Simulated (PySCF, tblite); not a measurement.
Compound: C5H2ClFO2.
Structure used (GFN2-xTB), in Å, numbered top down from 1:
```xyz
11
C5H2ClFO2 angstrom
O      2.768   -0.615    0.620
C      2.015    0.228    0.243
Cl     2.585    1.844   -0.167
C      0.588    0.089    0.062
C     -0.209   -1.016    0.280
C     -1.524   -0.636   -0.044
C     -1.415    0.670   -0.432
F     -2.342    1.512   -0.840
O     -0.174    1.125   -0.378
H      0.128   -1.971    0.628
H     -2.415   -1.226    0.000
```

The calculation used PBE0/def2-SVPD in PySCF (dipole) on a GFN2-xTB geometry, gas phase.

Take the most abundant isotopes and a rigid rotor. The values belong to one conformer with, in the numbering `[O:1]=[C:2]([Cl:3])[c:4]1[cH:5][cH:6][c:7]([F:8])[o:9]1`, O1–C2–C4–C5 0°.

Q: What are A, B and C (cm⁻¹)?

A: Ia = 175.72, Ib = 542.57, Ic = 718.28 u·Å²; 505379 MHz·u·Å²/I gives 2876, 931.5 and 703.6 MHz, that is A = 0.09594, B = 0.03107, C = 0.02347 cm⁻¹.

Q: Classify the top.

A: An asymmetric top: κ = (2 × 931.5 − 2876 − 703.6)/(2876 − 703.6) = -0.79.

Q: What does the inertial defect say?

A: Planar: Δ = Ic − Ia − Ib = 0.00 u·Å². For a rigid frame Δ = −2 Σ m c², so it vanishes when all atoms lie in the ab plane; here none is more than 0.01 Å from it.

Q: Where do the levels up to J = 2 lie, in K?

A: Above 0(0,0), as E/k:
J = 1: 1(0,1) 0.078, 1(1,1) 0.172, 1(1,0) 0.183
J = 2: 2(0,2) 0.235, 2(1,2) 0.318, 2(1,1) 0.351, 2(2,1) 0.631, 2(2,0) 0.631

Q: Which lines would a microwave search look for?

A: The dipole components are |μa| = 3.59 D, |μb| = 1.18 D, |μc| = 0.00 D; the mirror of this Cs structure is the ab plane, so μc vanishes by symmetry and there are no c-type lines. The squared components, which scale the intensities, stand as 1.00 : 0.11 (a : b). Some lines, for components of 0.1 D or more:

| type | branch | J(Ka,Kc) | MHz | lower level (cm⁻¹) |
| --- | --- | --- | --- | --- |
| a | Q | 3(1,2) ← 3(1,3) | 1366 | 0.373 |
| a | R | 1(0,1) ← 0(0,0) | 1635 | 0.000 |
| b | Q | 2(1,1) ← 2(0,2) | 2419 | 0.163 |
| b | Q | 3(1,2) ← 3(0,3) | 2823 | 0.324 |
| a | R | 2(1,2) ← 1(1,1) | 3042 | 0.119 |
| b | R | 3(0,3) ← 2(1,2) | 3095 | 0.221 |
| a | R | 3(1,3) ← 2(1,2) | 4552 | 0.221 |
| a | R | 3(2,2) ← 2(2,1) | 4905 | 0.438 |
| a | R | 3(2,1) ← 2(2,0) | 4980 | 0.439 |
| b | R | 2(1,2) ← 1(0,1) | 4987 | 0.055 |
| b | Q | 3(2,1) ← 3(1,2) | 5598 | 0.418 |
| b | Q | 2(2,0) ← 2(1,1) | 5853 | 0.244 |
| b | R | 3(1,3) ← 2(0,2) | 6288 | 0.163 |
| b | Q | 3(2,2) ← 3(1,3) | 6871 | 0.373 |
| b | R | 2(2,1) ← 1(1,0) | 9332 | 0.127 |
| b | Q | 3(3,1) ← 3(2,2) | 10304 | 0.602 |
| b | R | 3(2,1) ← 2(1,2) | 11516 | 0.221 |
| b | R | 3(3,1) ← 2(2,0) | 15190 | 0.439 |

Q: Estimate the classical rotational partition function at 10 K, 25 K and 298.15 K.

A: Point group Cs, symmetry number σ = 1; q = (√π/σ)·√((kT/h)³/(ABC)), k/h = 20836.6 MHz/K: 3880 at 10 K, 15300 at 25 K, 632000 at 298.15 K.

Its GFN2-xTB frequencies are all real (lowest 62 cm⁻¹). No vibrational averaging or centrifugal distortion is included, and the geometry carries the error of its method. Quadrupole hyperfine structure (35Cl) is left out.
